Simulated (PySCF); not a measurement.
C2H3O (SMILES C=C=[OH+]), charge +1, singlet, geometry from GFN2-xTB; CISD/def2-SV(P) (PySCF).

The PySCF input:
```python
from pyscf import gto, scf, ci

mol = gto.Mole()
mol.atom = '''
    C    -0.01166182   -0.08945283   -1.26513497
    C    -0.00757544   -0.00008331   -0.00740794
    H     0.04865840    0.76815996   -1.92812251
    H    -0.05703832   -1.03326988   -1.79977604
    O     0.10024135    0.07934483    1.19620992
    H    -0.67812734    0.16756814    1.79347667
'''
mol.basis = 'def2-sv(p)'
mol.charge = 1
mol.verbose = 4
mol.build()

mf = scf.RHF(mol)
mf.kernel()

myci = ci.CISD(mf)
myci.kernel()
print('E(CISD) = %.10f' % myci.e_tot)
```

The log (banner, timings and long lists left out):

```
PySCF version 2.14.0

[INPUT] verbose = 4
[INPUT] num. atoms = 6
[INPUT] num. electrons = 22
[INPUT] charge = 1
[INPUT] spin (= nelec alpha-beta = 2S) = 0
[INPUT] symmetry False subgroup None
[INPUT] Mole.unit = angstrom
[INPUT] Symbol           X                Y                Z      unit          X                Y                Z       unit  Magmom
[INPUT]  1 C     -0.011661820000  -0.089452830000  -1.265134970000 AA   -0.022037645914  -0.169041349767  -2.390758603910 Bohr   0.0
[INPUT]  2 C     -0.007575440000  -0.000083310000  -0.007407940000 AA   -0.014315506873  -0.000157433083  -0.013998977747 Bohr   0.0
[INPUT]  3 H      0.048658400000   0.768159960000  -1.928122510000 AA    0.091951049660   1.451611944257  -3.643623478509 Bohr   0.0
[INPUT]  4 H     -0.057038320000  -1.033269880000  -1.799776040000 AA   -0.107786803405  -1.952597085962  -3.401083801154 Bohr   0.0
[INPUT]  5 O      0.100241350000   0.079344830000   1.196209920000 AA    0.189428697857   0.149939998100   2.260509136288 Bohr   0.0
[INPUT]  6 H     -0.678127340000   0.167568140000   1.793476670000 AA   -1.281474950180   0.316657891803   3.389179717097 Bohr   0.0

nuclear repulsion = 65.453798607188
number of shells = 24
number of NR pGTOs = 84
number of NR cGTOs = 48
basis = def2-sv(p)
ecp = {}

******** <class 'pyscf.scf.hf.RHF'> ********
method = RHF
initial guess = minao
damping factor = 0
level_shift factor = 0
DIIS = <class 'pyscf.scf.diis.CDIIS'>
diis_start_cycle = 1
diis_space = 8
diis_damp = 0
SCF conv_tol = 1e-09
SCF conv_tol_grad = None
SCF max_cycles = 50
direct_scf = True
direct_scf_tol = 1e-13
Set gradient conv threshold to 3.16228e-05
Initial guess from minao.
init E= -152.85525788925
  HOMO = -0.264311081816188  LUMO = 0.000395801695767695  gap/eV = 7.20304
cycle= 1 E= -151.758338132942  delta_E=  1.1  |g|= 0.549  |ddm|= 2.39
  HOMO = -0.737623698106018  LUMO = -0.255043360657849  gap/eV = 13.13168
cycle= 2 E= -151.834504279284  delta_E= -0.0762  |g|= 0.239  |ddm|= 0.727
  HOMO = -0.676897131409106  LUMO = -0.165207476425842  gap/eV = 13.92378
cycle= 3 E= -151.848713083983  delta_E= -0.0142  |g|= 0.0591  |ddm|= 0.254
  HOMO = -0.674264053977506  LUMO = -0.158934987823942  gap/eV = 14.02282
cycle= 4 E= -151.850497638304  delta_E= -0.00178  |g|= 0.0236  |ddm|= 0.0891
  HOMO = -0.678532655737234  LUMO = -0.159087754822362  gap/eV = 14.13482
cycle= 5 E= -151.850832599941  delta_E= -0.000335  |g|= 0.00933  |ddm|= 0.0339
  HOMO = -0.677798081176692  LUMO = -0.15659338039835  gap/eV = 14.18270
cycle= 6 E= -151.850922380978  delta_E= -8.98e-05  |g|= 0.00291  |ddm|= 0.0238
  HOMO = -0.677752360355091  LUMO = -0.156391530642268  gap/eV = 14.18695
cycle= 7 E= -151.850927037069  delta_E= -4.66e-06  |g|= 0.000987  |ddm|= 0.00517
  HOMO = -0.677840512027292  LUMO = -0.156276946137959  gap/eV = 14.19247
cycle= 8 E= -151.85092740857  delta_E= -3.72e-07  |g|= 0.000197  |ddm|= 0.00149
  HOMO = -0.677810447200803  LUMO = -0.156251997561963  gap/eV = 14.19233
cycle= 9 E= -151.850927425448  delta_E= -1.69e-08  |g|= 5.13e-05  |ddm|= 0.000295
  HOMO = -0.677811236077218  LUMO = -0.156253596015554  gap/eV = 14.19231
cycle= 10 E= -151.850927427111  delta_E= -1.66e-09  |g|= 1.51e-05  |ddm|= 9.15e-05
  HOMO = -0.677811360645152  LUMO = -0.156254129806316  gap/eV = 14.19230
cycle= 11 E= -151.850927427275  delta_E= -1.63e-10  |g|= 2.4e-06  |ddm|= 3.36e-05
  HOMO = -0.677811104076107  LUMO = -0.156253832083252  gap/eV = 14.19230
Extra cycle  E= -151.850927427278  delta_E= -3.52e-12  |g|= 1.12e-06  |ddm|= 3.48e-06
converged SCF energy = -151.850927427278

******** <class 'pyscf.ci.cisd.RCISD'> ********
CISD nocc = 11, nmo = 48
max_cycle = 50
direct = 0
conv_tol = 1e-09
max_cycle = 50
max_space = 12
lindep = 0
nroots = 1
Init t2, MP2 energy = -0.415780448827793
RCISD converged
E(RCISD) = -152.246753297713  E_corr = -0.3958258704347526
E(CISD) = -152.2467532977
```
